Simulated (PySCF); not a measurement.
# Cobalt: a sound run and one with changed settings

Sound run: Co [Ar] 3d7 4s2, Co+ [Ar] 3d8. Computed with PySCF 2.14 in cc-pVDZ-DK (6s5p3d1f, 43 functions), with the spin-free X2C one-electron Hamiltonian (Gaussian nucleus). In the sound run the correlated levels freeze [Ar]. The sound run starts from symmetry-adapted Hartree-Fock orbitals and uses a fine grid where one is needed.

Changed run: basis STO-3G, all-electron and non-relativistic. This setting is unsound on purpose.

| species | method | sound run (hartree) | changed run (hartree) | converged |
| --- | --- | --- | --- | --- |
| Co | UHF | -1391.87924 | -1366.07035 | yes |
| Co | MN15 | -1394.04237 | -1365.17766 | yes |
| Co | M06-2X | -1393.25390 | -1367.06523 | yes |
| Co | MP2 | -1392.08783 | -1366.09132 | yes |
| Co+ | UHF | -1391.57497 | -1364.93075 | yes |
| Co+ | MN15 | -1393.76861 | -1364.11532 | yes |
| Co+ | M06-2X | -1392.94596 | -1365.92674 | yes |
| Co+ | MP2 | -1391.81461 | -1364.92939 | yes |

Ionisation energy of Co:

```
 method  sound run (eV)  changed run (eV)
    UHF           8.280            31.010
   MN15           7.449            28.908
 M06-2X           8.380            30.980
    MP2           7.435            31.618
SCS-MP2           7.518            31.726
```

A minimal basis cannot let orbitals breathe on ionisation and holds almost no correlation. The Hamiltonian changed with the basis, so the totals do not compare. A negative ionisation energy or a positive MP2 energy shows that the occupation asked for is not the lowest one in this basis.

For comparison, NIST gives 7.881 eV between the lowest levels.
